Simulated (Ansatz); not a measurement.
`[CH3][Ga]([CH3])[BH]Cl`. Charge 0, multiplicity 1.

Z-matrix (Å, degrees):
```
C
Ga 1 1.979
H 1 1.091 2 111.9
H 1 1.095 2 109.1 3 119.4
H 1 1.092 2 111.8 3 -122.6
C 2 1.978 1 117.7 3 -13.2
B 2 2.094 1 120.6 3 167.8
H 6 1.092 2 110.8 1 -36.0
H 6 1.091 2 113.2 1 -159.0
H 6 1.095 2 108.7 1 81.4
Cl 7 1.755 2 119.0 1 89.0
H 7 1.197 2 127.3 1 -91.0
```

**Question.** What are the harmonic wavenumbers in cm⁻¹ at PBE0-D4/def2-TZVP (Ansatz, finite differences of forces, unscaled)? (An estimate is asked.)

**Answer.** Ansatz gave: 7i, 33, 45, 81, 130, 154, 190, 474, 546, 573, 615, 642, 697, 732, 772, 829, 1037, 1215, 1217, 1442, 1444, 1449, 1451, 2604, 3041, 3044, 3118, 3121, 3145, 3149.
